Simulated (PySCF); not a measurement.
C2H4BBrO.
Atom-mapped SMILES: `[CH2:1]=[CH:2][O:3][BH:4][Br:5]` (hydrogens: H6, H7 on C1; H8 on C2; H9 on B4)

Computed by this run: PBE0-D3(BJ)/def2-SVP geometry optimisation, gas phase in PySCF; density fitting, grid level 1; the optimiser is geomeTRIC in internal coordinates, started from a GFN2-xTB structure with every atom displaced at random (about 0.01 Å).

Step 0: E = -74884.1413 eV
```
atom  x, y, z in Å  |  force x, y, z in eV/Å
C1     -0.9074    0.0101    0.1919   -1.501   1.375  -0.850
C2     -0.2262    0.6530   -0.7387    0.586  -0.154  -0.012
O3      1.0708    0.3958   -1.0379    1.073  -0.100   0.024
B4      2.1858    0.2908   -0.2670   -2.499   0.449   0.055
Br5     2.1281    0.5980    1.5941    0.130   0.132   0.711
H6     -0.5117   -0.7204    0.8199    0.915  -1.442   1.109
H7     -1.9557    0.2711    0.3280   -0.115   0.017   0.013
H8     -0.6169    1.4170   -1.4006   -0.380   0.218  -0.105
H9      3.1638    0.0150   -0.7611    1.791  -0.493  -0.945
```

Step 1: E = -74884.2959 eV
```
atom  x, y, z in Å  |  force x, y, z in eV/Å
C1     -0.9502    0.0220    0.1774    0.273  -0.454   0.356
C2     -0.2230    0.6493   -0.7380   -0.071   0.200  -0.098
O3      1.0844    0.3935   -1.0302   -0.206   0.016  -0.047
B4      2.1726    0.2986   -0.2608    0.551  -0.141  -0.025
Br5     2.1909    0.6306    1.6377   -0.051   0.003  -0.110
H6     -0.5235   -0.7613    0.8271   -0.170   0.275  -0.241
H7     -1.9994    0.2817    0.3037   -0.078   0.043  -0.015
H8     -0.6440    1.4222   -1.3906    0.074  -0.046   0.003
H9      3.2228   -0.0064   -0.7977   -0.323   0.104   0.178
```

Step 2: E = -74884.2960 eV
```
atom  x, y, z in Å  |  force x, y, z in eV/Å
C1     -0.9237    0.0144    0.1832   -0.181   0.013   0.008
C2     -0.2209    0.6684   -0.7353    0.068  -0.193   0.129
O3      1.0791    0.3906   -1.0380    0.079   0.022  -0.280
B4      2.1720    0.2799   -0.2716   -0.033   0.099   0.082
Br5     2.1157    0.6704    1.6094    0.156  -0.010   0.084
H6     -0.4979   -0.7800    0.8021    0.005   0.063  -0.074
H7     -1.9724    0.2750    0.3316   -0.016   0.006   0.005
H8     -0.6398    1.4505   -1.3752    0.032  -0.003   0.018
H9      3.2187   -0.0388   -0.7775   -0.111   0.005   0.028
```

Task: Estimate the geometry and energy of step 3. (The exact step hangs on the optimiser's Hessian estimate; all steps are aligned on step 2, rigid shifts and turns removed.)

Result: E = -74884.3040 eV, largest force 0.113 eV/Å
```
atom  x, y, z in Å  |  force x, y, z in eV/Å
C1     -0.9391    0.0124    0.1809   -0.078   0.021  -0.018
C2     -0.2212    0.6599   -0.7311    0.033  -0.083   0.070
O3      1.0816    0.3909   -1.0321    0.030  -0.020  -0.101
B4      2.1774    0.2868   -0.2670   -0.024   0.072   0.032
Br5     2.1619    0.6688    1.6169    0.051  -0.011   0.024
H6     -0.5233   -0.7807    0.8052    0.027   0.010  -0.020
H7     -1.9886    0.2781    0.3162    0.006   0.006  -0.006
H8     -0.6350    1.4408   -1.3750    0.007   0.013   0.009
H9      3.2171   -0.0266   -0.7855   -0.053  -0.008   0.010
```

The energy changes by -0.0080 eV. The first-order estimate −F·Δx gives -0.0122 eV and the mean of the old and new forces, exact on a quadratic surface, -0.0080 eV. The step makes an angle of 68° with the force vector and moves no atom by more than 0.047 Å.

What follows is the cost of the whole optimisation. Hardware: Arm Neoverse V1, one thread (shared host). Cost: 35 s wall, 0.45 GiB resident at most.
